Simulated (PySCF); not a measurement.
## Gas-phase thermal properties of Sn₂O₂

Method: PySCF energies (xtb for GFN2) plus ideal-gas RRHO corrections (1 bar). All species are closed-shell singlets. Sn: scalar-relativistic def2 core potential, no spin-orbit coupling. Sn₂O₂: computed as isolated molecules; such fragments, hydroxides, amides, oligomers or adducts are transient or little studied in the gas. The harmonic model lacks anharmonicity and excited electronic states, which grow with temperature; levels with a mode under 35 cm⁻¹ are left out.

| level | point group | σ | ZPE (kJ/mol) | S°298 (J/mol/K) | Cp298 (J/mol/K) | S°1000 (J/mol/K) | H1000 − H298 (kJ/mol) |
|---|---|---|---|---|---|---|---|
| GFN2-xTB | D2h | 4 | 11.1 | 326.3 | 74.1 | 422.4 | 56.3 |
| PBE/def2-SVP | D2h | 4 | 14.3 | 318.9 | 69.2 | 412.3 | 55.0 |
| PBE0/def2-TZVP | D2h | 4 | 15.7 | 313.6 | 67.4 | 405.9 | 54.4 |
σ: rotational symmetry number. Electronic degeneracy used: 1. Frequencies are unscaled.
